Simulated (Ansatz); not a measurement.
System: MoOCl, net charge 0, quartet state. SMILES: [O]=[Mo][Cl]
Structure (B3LYP-D3(BJ)/def2-TZVP (Ansatz, a first-principles code) minimum search):
```
Mo
O 1 1.6780
Cl 1 2.2974 2 137.08
```
Charge 0, spin multiplicity 4.

Wanted: atomisation energy, in kcal/mol. Set-up: UHF or UKS for open shells; def2 sets with scalar-relativistic core potentials past Kr; atomisation electronic, to ground-state atoms; 6-31G* and kin with 6d, 5d where marked; spin-orbit terms left out; LANL2DZ with its own core potentials from Na on; no dispersion term unless named. Ab initio and DFT rows: single points at B3LYP-D3(BJ) geometries (Ansatz). The spin state of an ion or metal species was assumed, not searched.

| species | coefficient | E at B3LYP/6-31G* with LANL2DZ past Ar (Ansatz), Eh | E at wB97X-V/def2-TZVPD (Ansatz), Eh |
|---|---|---|---|
| [O]=[Mo][Cl] (quartet) | -1 | -602.95742 | -603.57341 |
| Cl atom | +1 | -460.13624 | -460.08005 |
| Mo atom | +1 | -67.42213 | -68.04210 |
| O atom | +1 | -75.06062 | -75.06921 |

 1 Eh = 627.5095 kcal/mol.

Compute it at each level from the table.


- B3LYP/6-31G* with LANL2DZ past Ar: the sum of coefficient times E is 0.33843 Eh, or 212.37 kcal/mol. Result: 212.4 kcal/mol.
- wB97X-V/def2-TZVPD: the sum of coefficient times E is 0.38205 Eh, or 239.74 kcal/mol. Result: 239.7 kcal/mol.
